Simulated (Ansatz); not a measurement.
Molecule: C₄H₇Cl₂, charge -1, multiplicity 1. It need not be the lowest isomer of its formula. Whether it binds its extra electron was not tested at this geometry. SMILES: C[C@H](Cl)C[CH-]Cl
Geometry from a B3LYP-D3(BJ)/def2-TZVP (Ansatz, a quantum-chemistry and plane-wave program) optimisation:
```xyz
13

C     -2.1248     0.7242     0.3407
C     -0.8731    -0.0503    -0.0255
C      0.2715     0.0813     0.9788
C      1.6364    -0.2090     0.3947
Cl     2.0473     1.4271    -0.6241
Cl    -1.3577    -1.8208    -0.2500
H     -1.8803     1.7891     0.3770
H     -2.9212     0.5698    -0.3893
H     -2.4933     0.4249     1.3248
H     -0.5085     0.2358    -1.0088
H      0.1030    -0.6326     1.7962
H      0.1546     1.0933     1.4206
H      2.3619    -0.0649     1.2085
```
Charge -1, spin multiplicity 1.

Parts of the frozen-core correlation energy in aug-cc-pV(T+d)Z (Ansatz, hartree). Frozen orbitals: 14; correlated occupied orbitals by spin: 19 and 19; virtual: 422 and 422. Spin-orbit coupling is left out. Non-relativistic.

| term | value |
|---|---|
| reference (HF) | -1074.59226 |
| MP2 opposite-spin | -0.84521 |
| MP2 same-spin | -0.26481 |
| CCSD correlation | -1.17303 |
| (T) | -0.05578 |
| T1 diagnostic | 0.013 |
| largest doubles amplitude | 0.013 |
